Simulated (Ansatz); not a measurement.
```yaml
atoms:
  - { symbol: C, position_ang: [1.4050, 0.0000, 0.0000] }
  - { symbol: C, position_ang: [0.7025, 1.2168, 0.0000] }
  - { symbol: C, position_ang: [-0.7025, 1.2168, 0.0000] }
  - { symbol: C, position_ang: [-1.4050, 0.0000, 0.0000] }
  - { symbol: C, position_ang: [-0.7025, -1.2168, 0.0000] }
  - { symbol: C, position_ang: [0.7025, -1.2168, 0.0000] }
  - { symbol: C, position_ang: [2.8100, 0.0000, 0.0000] }
  - { symbol: H, position_ang: [1.2475, 2.1607, 0.0000] }
  - { symbol: H, position_ang: [-1.2475, 2.1607, 0.0000] }
  - { symbol: H, position_ang: [-2.4950, 0.0000, 0.0000] }
  - { symbol: H, position_ang: [-1.2475, -2.1607, 0.0000] }
  - { symbol: H, position_ang: [1.2475, -2.1607, 0.0000] }
  - { symbol: H, position_ang: [3.3714, -0.9343, 0.0000] }
  - { symbol: H, position_ang: [3.3714, 0.9343, 0.0000] }
```

Basis set: cc-pVDZ (spherical functions). Correlated methods keep 7 orbitals frozen. Charge 0, multiplicity 2.

Computed with Ansatz (development build ahead of 0.2.0); each method stands on the lowest determinant of its kind that the runs found.

The atomization energy at this shape (free ground-state atoms in the same class of orbitals less the molecule, no zero-point energy) of doublet C7H7:

```csv
method,atomization energy
UHF-MP2,1469.53 kcal/mol
```

Q: What does UHF give?

A: 1166.57 kcal/mol. Caution: the unrestricted determinant is spin contaminated.
